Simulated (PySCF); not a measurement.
H₄SiSn, neutral, multiplicity 1. Atoms are numbered in the order given.

```xyz
6

Sn     0.0350    -0.6923     0.0000
H     -1.7448    -0.6391     0.0000
Si     0.0047     1.9779     0.0000
H     -0.7147     2.4851     1.2008
H     -0.7147     2.4851    -1.2008
H      1.3568     2.5955     0.0000
```
Charge 0, spin multiplicity 1.

Geometry: B3LYP-D3(BJ)/def2-TZVP. The def2 effective core potentials stand for the cores of Sn; spin–orbit coupling is left out.

All values below come from TDDFT-PBE0/def2-SVPD (PySCF 2.14.0).

Vertical excitations.  State labels are in the subgroup Cs.

```csv
state,symmetry,energy (eV),λ (nm),f,main pairs
S1,A",1.94,639,0.005,HOMO→LUMO 101 %
S2,A",3.16,392,0.003,HOMO−1→LUMO 100 %
S3,A",5.34,232,0.002,HOMO−2→LUMO 99 %
S4,A',5.40,230,0.041,"HOMO→LUMO+2 61 %, HOMO→LUMO+1 31 %"
S5,A',5.41,229,0.075,"HOMO−3→LUMO 63 %, HOMO→LUMO+2 25 %, HOMO→LUMO+1 12 %"
S6,A',5.69,218,0.463,"HOMO→LUMO+1 47 %, HOMO−3→LUMO 29 %, HOMO→LUMO+2 12 %"
S7,A',6.20,200,0.014,HOMO→LUMO+3 92 %
S8,A",6.24,199,0.012,HOMO→LUMO+4 98 %
S9,A',6.36,195,0.010,"HOMO→LUMO+5 78 %, HOMO−1→LUMO+1 19 %"
S10,A',6.75,184,0.382,"HOMO−1→LUMO+1 57 %, HOMO→LUMO+5 16 %"
T1,A",1.14,1090,0,HOMO→LUMO 98 %
T2,A",2.58,481,0,HOMO−1→LUMO 98 %
T3,A',4.29,289,0,HOMO→LUMO+1 95 %
T4,A',4.95,251,0,HOMO→LUMO+2 82 %
```
Triplets are in the Tamm–Dancoff approximation, which puts them higher than full response would, so one can lie above its singlet here.
